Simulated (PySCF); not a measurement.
NMR data simulated for an unnamed compound:

$^{1}$H NMR (300 MHz, computed): δ 5.06 (s, 2H), 4.83 (s, 6H), 4.05 (t, 3H), 2.78 (q, 2H).

$^{13}$C{$^{1}$H} NMR (computed): δ 250.3 (C), 37.8 (CH2).

Theory: shieldings: GIAO PBE0/pcSseg-1, structure optimised with GFN2-xTB, in PySCF 2.14.0 with density-fitted response routines (one conformer, non-relativistic, isolated molecule, rapidly exchanging positions averaged).

Scale: $^{1}$H (σ = 31.72 ppm), $^{13}$C (σ = 186.93 ppm) vs TMS (reference shieldings calculated alike).

Which of these does the molecule contain: a vinyl group CH=CH2, a heteroaromatic ring, an S-methyl group, a Si–H bond?

Answers


- A vinyl group CH=CH2: no.
- A heteroaromatic ring: no.
- An S-methyl group: no.
- A Si–H bond: yes (δH 4.05 (t)).

The data belong to SMILES [SiH3]N([SiH2]C(=O)C[SiH3])[SiH3], C$_{2}$H$_{13}$NOSi$_{4}$; they needn't prove each group on their own.

Carbon signals by region: 1 in the far downfield region (above 160 ppm), 1 below 50 ppm. Above 160 ppm: 250.3, carbonyl carbon.

Shifts are as computed. Against solution values, carbons near 30 ppm lie about +3 ppm off and those near 130 ppm about +5 ppm. Of 1211 compounds with measured shifts, 218 miss one by over three times the rms of a fit or turn the order of signals round; such compounds aren't used in these exercises. No couplings were computed; multiplicities are counted from neighbouring protons, with m where these are inequivalent, close in shift, in a saturated or five-membered ring or joined by F or P, and br s for small geminal =CH2 splittings.
